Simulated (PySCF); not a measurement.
Isomers of C6H12O2. Theory: PySCF, PBE0-D3(BJ)/def2-SVP geometry optimisation, gas phase. Energies are electronic, without zero-point or thermal terms, for one conformer each. No frequencies were run at this level. Point groups hold within 0.08 Å.

Question: Order them by energy at this level, lowest first, and give relative energies in kcal/mol.
A. `[CH3:1][CH2:2][C:3]([CH3:4])([CH3:5])[O:6][CH:7]=[O:8]` with C1–C2–C3–C4 -58°, C2–C3–O6–C7 62°, C3–O6–C7–O8 0°
B. `[OH:1][CH2:2][C@H:3]1[CH2:4][CH2:5][CH2:6][CH2:7][O:8]1` with H–O1–C2–C3 -48°, O1–C2–C3–C4 -65°, C2–C3–C4–C5 171°, C3–C4–C5–C6 -52°, C4–C5–C6–C7 53°, C5–C6–C7–O8 -56°
C. `[CH3:1][CH2:2][CH2:3][CH2:4][CH2:5][O:6][CH:7]=[O:8]` with C1–C2–C3–C4 -179°, C2–C3–C4–C5 180°, C3–C4–C5–O6 -176°, C4–C5–O6–C7 -85°, C5–O6–C7–O8 -1°
D. `[CH3:1][O:2][C:3](=[O:4])[C:5]([CH3:6])([CH3:7])[CH3:8]` with C1–O2–C3–O4 -1°

Answer: D (0.0), A (2.4), C (6.5), B (12.8).

As drawn, the lowest has a C=O bond, a C(=O)–O unit and a quaternary carbon, which the highest lacks; the highest has an O–H bond, which the lowest lacks. Neighbours under 2.5 kcal/mol apart (COC(=O)C(C)(C)C and CCC(C)(C)OC=O) can change places with a better method, another conformer or zero-point energy.

| SMILES | E (Eh) | E rel (kcal/mol) | dipole (D) | point group | A, B, C (MHz) |
| --- | --- | --- | --- | --- | --- |
| COC(=O)C(C)(C)C | -385.61751 | 0.0 | 1.75 | near Cs | 3167, 1520, 1337 |
| CCC(C)(C)OC=O | -385.61361 | 2.4 | 2.01 | C1 | 2463, 1825, 1460 |
| CCCCCOC=O | -385.60719 | 6.5 | 1.86 | C1 | 6002, 700.0, 666.9 |
| OC[C@H]1CCCCO1 | -385.59706 | 12.8 | 2.42 | C1 | 3688, 1537, 1296 |
